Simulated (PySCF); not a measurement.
# Hartree-Fock beside MP2: AlBH3NSi

All numbers below are calculated, not measured. They come from PySCF 2.14.0, an open-source quantum chemistry program, on an isolated molecule that a program drew, which may never have been made. The molecule is AlBH3NSi (charge 0, singlet), drawn as the SMILES string `[Al][B]=N[SiH3]`.

The geometry was optimised and harmonic frequencies were computed with HF and MP2, all in the cc-pV(D+d)Z basis, for the commonest isotopes, with a restricted reference for singlets and an unrestricted one otherwise, and a frozen core in MP2. Each result is a local minimum of its method.

Geometry at the HF minimum:
```xyz
7
AlBH3NSi, angstrom
Al   -1.3815    0.4182    3.7961
B    -0.9607    0.2127    1.6061
N    -0.7255    0.0978    0.3811
Si   -0.4056   -0.0589   -1.2858
H     0.3481    1.1138   -1.7869
H    -1.6681   -0.1607   -2.0540
H     0.3981   -1.2744   -1.5527
```

Lengths of the bonds as drawn, in Å (atoms numbered as above):
| bond | HF | MP2 |
|---|---|---|
| Al1-B2 | 2.240 | 2.218 |
| B2-N3 | 1.253 | 1.282 |
| N3-Si4 | 1.705 | 1.730 |
| Si4-H5 | 1.481 | 1.482 |
| Si4-H6 | 1.481 | 1.482 |
| Si4-H7 | 1.481 | 1.482 |

Rotational constants, in GHz:
```
constant     HF    MP2
       A  87.04  86.35
       B   1.23  1.215
       C   1.23  1.215
```

Harmonic frequencies in cm^-1, each column in rising order, so a row needn't be the same motion in every method:
| rank | HF | MP2 |
|---|---|---|
| 1 | 87 | 78 |
| 2 | 87 | 78 |
| 3 | 260 | 223 |
| 4 | 260 | 223 |
| 5 | 321 | ? |
| 6 | 780 | 732 |
| 7 | 780 | 732 |
| 8 | 795 | 743 |
| 9 | 1038 | 989 |
| 10 | 1038 | 989 |
| 11 | 1061 | 1004 |
| 12 | 2036 | 1870 |
| 13 | 2295 | 2286 |
| 14 | 2295 | 2286 |
| 15 | 2318 | 2287 |

**Estimate the missing MP2 frequency from the HF column.**

A single factor s that minimises the squared misfit of MP2 against s times HF over the other rows is sum(HF x MP2) / sum(HF^2) = 0.9704, with an rms misfit of 42 cm^-1. For rank 5 it gives 0.9704 x 321 = 311 cm^-1. The calculation gives 318 cm^-1, 7 cm^-1 above the estimate. The drawn bonds are on average 0.5 % longer in MP2 than in HF.
